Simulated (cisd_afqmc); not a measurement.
Input (AFQMC/CISD/def2-TZVPP; cisd_afqmc is a phaseless AFQMC code with CISD trial states that reads the integrals written by Ansatz):

Ansatz 0.2 input:
```python
import cisd_afqmc

open("ham.yaml", "w").write("""\
crystal:
  periodic: [false, false, false]
  atoms:
    - {symbol: Cs, position_ang: [-0.00000000, -0.00000000, -0.33804873]}
    - {symbol: F, position_ang: [0.00000000, 0.00000000, 2.06585338]}
basis:
  gaussian:
    orbitals: def2-TZVPP
magnetization: {spin_polarized: false}
correlation: {method: ccsd, electrons: outside_noble_gas, hamiltonian_folder: ham}
""")
rep = cisd_afqmc.ansatz("ham.yaml")
e_ccsd = rep["correlation"]["coupled_cluster"]["energy"]["hartree"]
out = cisd_afqmc.run("ham", e_ccsd, trial="CISD", walkers=100, populations=8, threads=8, dt=0.005, steps=40, early=36, settle=10, least=32,
    cut=5e-5, rank_cut=2e-4, target=0.0004, seconds=1500, seed=1, memory=17280, gpu=False)
```

Output:

```
orbitals 62, occupied [4], factors 307 of 429, rank of the doubles 97 of 232
E(HF) = -119.381653
E(CCSD) on the cut factors = -119.653407, shift to the whole factors -0.000002
Energy of the trial state on the determinant = -119.653423
  tau behind 10.8 of longer steps, mean of the populations' last blocks
   2.0  -119.66010
   4.0  -119.65981
   6.0  -119.66023
   8.0  -119.66046
blocks 281 (3 outliers left out), error by blocks joined: 1: 0.00020, 2: 0.00023, 4: 0.00027, 8: 0.00028, 16: 0.00031
E(AFQMC/CISD) = -119.66018 +/- 0.00031
```
